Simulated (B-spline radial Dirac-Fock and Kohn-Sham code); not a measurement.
Cross section and asymmetry of the 4s subshell of Xe⁵⁺

System: xenon as Xe⁵⁺, [Kr] 4d10 5s2 5p1. The computed 4s threshold is 286.2 eV; without correlation, outer thresholds are uncertain by 1 to 2 eV. With an open shell the threshold is an average over the terms of the final ion.

Method: the independent-particle Dirac-Slater model, thresholds from Dirac-Fock. Computed with a B-spline atomic structure program. Interchannel coupling and autoionising resonances are not included, so magnitudes near threshold are approximate.

```
kinetic energy (eV)  σ (Mb)     β
                1.5   0.143  1.95
                1.9   0.143  1.95
                2.3   0.142  1.95
                2.9   0.142  1.95
                3.7   0.142  1.95
                4.6   0.142  1.95
                5.7   0.141  1.95
                7.2   0.141  1.95
                9.0   0.140  1.95
               11.2   0.139  1.95
               14.0   0.138  1.95
               17.5   0.137  1.95
               21.9   0.135  1.95
               27.4   0.133  1.95
               34.2   0.131  1.96
               42.8   0.128  1.96
               53.5   0.124  1.96
               66.9   0.119  1.96
               83.7   0.114  1.96
              104.7   0.107  1.97
              130.9  0.0985  1.97
              163.6  0.0895  1.97
              204.6  0.0799  1.97
              255.8  0.0701  1.97
              319.9  0.0600  1.98
              400.0  0.0500  1.98
```

The cross section shows no minimum in this range. It is largest at the lowest energy, 0.143 Mb. β ranges from 1.95 (at 1.5 eV) to 1.98.

Run: 7.1 s of CPU time on 1 thread of Intel(R) Xeon(R) Platinum 8488C (shared host), peak memory 0.40 GiB.
